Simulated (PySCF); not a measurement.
Level of theory: M06-2X/def2-TZVP // B3LYP-D3(BJ)/def2-TZVP in PySCF. Gas-phase values, no solvent. One relaxed conformer stands for a flexible species; it need not be the lowest. Excitations are Tamm–Dancoff values on a coarser integration grid. The basis has no diffuse functions, so Rydberg states are missing or too high.

Reference species (SMILES): `B(O)(O)O` (neutral, multiplicity 1).

The T1 excitation (TDA) comes out as 8.39 eV and the HOMO comes out as -11.12 eV. The S1 oscillator strength comes out as 0.000 and the S1 excitation (TDA) is 8.69 eV.

Changed species: `BO` (2 of 3 OH replaced by H; the reference has 0 of 3 OH replaced by H).

Task: What does the change do to the T1 excitation (TDA), HOMO, S1 oscillator strength and S1 excitation (TDA)?

Result: the T1 excitation (TDA) falls by 2.41 eV, to 5.98 eV; the HOMO rises by 0.84 eV, to -10.28 eV; the S1 oscillator strength stays essentially unchanged; the S1 excitation (TDA) falls by 2.22 eV, to 6.47 eV.
